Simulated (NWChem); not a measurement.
Species: Sr

Results from NWChem. Medium grid unless said otherwise, to which SCAN and Minnesota functionals are sensitive. def2 effective core potentials on Sr; no spin-orbit coupling. Total energies of different functionals are on different scales.

```csv
level,energy (Ha),highest occupied level (eV),orbital gap (eV)
B3LYP/def2-SVP,-30.6934,-3.92,3.08
PBE/def2-SVP,-30.6734,-3.52,2.28
PW6B95/def2-SVP,-30.6737,-4.02,3.33
MPW1K/def2-SVP,-30.6843,-4.42,3.90
PW91/def2-SVP,-30.6932,-3.55,2.28
N12/def2-SVP,-30.6728,?,2.26
BHandHLYP/def2-SVP,-30.6232,-4.40,4.16
M06/def2-SVP,-30.6420,-4.03,3.19
B97-2/def2-SVP,-30.7065,-3.88,3.07
MN15-L/def2-SVP,-30.5909,-3.52,2.17
```

Task: Fill in the missing entries.

Result: 
- N12/def2-SVP, highest occupied level (eV): -3.29
